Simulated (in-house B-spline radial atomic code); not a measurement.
A run on an ion of nuclear charge 22 with 22.8 electrons that did not converge. Method: scalar-relativistic (X2C) OLYP, spin-polarised, spherical fractional occupations, Fermi nucleus of rms radius 3.5921 fm; computed with an all-electron radial atomic-structure program (B-spline basis).

Command:
```bash
python run_scf.py task.json out
```
Settings (nuclear radius in fm, mass in u):
```
Z                22
configuration    [Ar] 3d2.8 4s2
hamiltonian      x2c
method           optx,lyp
spin_polarised   True
nucleus          fermi
rms_radius       3.5921
atomic_mass      47.94794
speed_of_light   137.035999084
```

First and last ten iterations of the last attempt (damped for 15 steps, keeping 80 % of the old Fock matrix, then DIIS):
```
 iter        energy (Eh)    residual
    1        -849.986396    2.93e-01
    2        -850.231222    2.78e-01
    3        -851.980709    1.83e-01
    4        -852.951582    1.12e-01
    5        -853.456816    6.91e-02
    6        -853.700962    4.10e-02
    7        -853.808110    2.56e-02
    8        -853.848888    1.75e-02
    9        -853.861627    1.27e-02
   10        -852.230097    8.48e-02
  111        -853.862328    5.69e-03
  112        -853.862212    5.76e-03
  113        -852.177728    8.39e-02
  114        -852.178445    8.38e-02
  115        -852.177396    8.39e-02
  116        -852.175898    8.39e-02
  117        -852.174822    8.40e-02
  118        -852.174763    8.40e-02
  119        -852.174733    8.39e-02
  120        -852.176044    8.39e-02
 not converged after 120 iterations
```

The smallest residual met was 4.4e-03; the threshold is about 2e-07. No energy from this run should be used. The likely cause: this method binds the added charge weakly or not at all at the basis-set limit, so charge moves back and forth between the atom and the box. Cost of the run: 1.8 s on 1 thread of x86-64 server CPU, with other jobs on the host.
